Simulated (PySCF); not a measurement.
A PySCF script (with the pyscf-properties extension) for the NMR shieldings of SMILES C1N(C=O)CCOC1, C5H9NO2, on a GFN2-xTB geometry:

```python
import basis_set_exchange as bse
import numpy as np
from pyscf import gto, dft
from pyscf.prop import nmr

atoms = """
O     2.695467   -1.158876    0.312423
C     2.109641   -0.116650    0.145449
N     0.860715    0.003088   -0.333052
C     0.048736   -1.163720   -0.611736
C    -1.181398   -1.143948    0.300854
O    -1.898871    0.063660    0.160265
C    -1.097665    1.174278    0.484222
C     0.138082    1.247416   -0.424867
H     2.565505    0.868468    0.360195
H    -0.268708   -1.138504   -1.659838
H     0.657508   -2.049991   -0.428829
H    -0.860731   -1.268019    1.346273
H    -1.874888   -1.943360    0.036879
H    -0.771051    1.109903    1.534174
H    -1.726960    2.056041    0.353981
H     0.783837    2.074013   -0.124771
H    -0.186217    1.398230   -1.461533
"""
names = dict.fromkeys(["O", "C", "N", "H"], "pcSseg-1")
basis = {el: gto.basis.parse(bse.get_basis(n, elements=[el], fmt="nwchem")) for el, n in names.items()}
mol = gto.M(atom=atoms, basis=basis, charge=0, verbose=0)
mf = dft.RKS(mol, xc="PBE0")
mf.grids.level = 2
mf.grids.alignment = dft.numint.BLKSIZE   # the property module wants whole blocks of grid points
mf.conv_tol = 1e-9
mf.kernel()

calc = nmr.RKS(mf)   # GIAO
C = mf.mo_coeff
Co = C[:, mf.mo_occ > 0]
resp = mf.gen_response(singlet=True, hermi=2)
def vind(x):   # induced exchange potential for any number of trial vectors
    d = np.einsum("pi,xij,qj->xpq", C, 2 * x.reshape(-1, C.shape[1], Co.shape[1]), Co, optimize=True)
    return np.einsum("xpq,pi,qj->xij", resp(d - d.transpose(0, 2, 1)), C, Co, optimize=True).ravel()
mo1, _ = nmr.rhf.solve_mo1(calc, with_cphf=vind)
sigma = calc.kernel(mo1)
for i, s in enumerate(sigma):   # ppm
    print("%2d %-2s %9.2f" % (i, mol.atom_pure_symbol(i), np.trace(s) / 3))
```

Question: Give the expected output.

Answer: 
```
 0 O     -73.54
 1 C      26.57
 2 N     130.05
 3 C     143.21
 4 C     115.53
 5 O     286.77
 6 C     114.47
 7 C     137.54
 8 H      23.72
 9 H      28.92
10 H      27.29
11 H      28.24
12 H      27.78
13 H      28.25
14 H      27.75
15 H      28.61
16 H      28.35
```

These numbers come from an equivalent density-fitted implementation of the same equations, which agrees with the script to about 0.01 ppm for H and up to a few tenths of a ppm for heavy atoms, so last digits may differ.

Question: Turn these shieldings into chemical shifts. Shifts are taken against calculated references (same method and geometry level): 17O (σref 336.08) against H2O; TMS for 13C (σref 186.93), 1H (σref 31.72); NH3 for 15N (σref 267.73).

Answer: Averaging equivalent atoms: O 0: 409.6; O 5: 49.3; C 1: 160.4; C 6: 72.5; C 4: 71.4; C 7: 49.4; C 3: 43.7; N 2: 137.7; H 8: 8.00; H 13/14: 3.72; H 11/12: 3.71; H 9/10: 3.61; H 15/16: 3.24 ppm. Unscaled 17O shifts of doubly bonded oxygen tend to come out too high, by tens of ppm or more. Experimental scales use liquid or dissolved standards, which lie at an offset from isolated NH3 (liquid NH3: subtract about 20 ppm) and H2O (liquid H2O: subtract about 36 ppm).

Size and cost of the density-fitted run: 181 basis functions, 24 s wall time on 1 thread of an x86-64 server CPU, shared host.
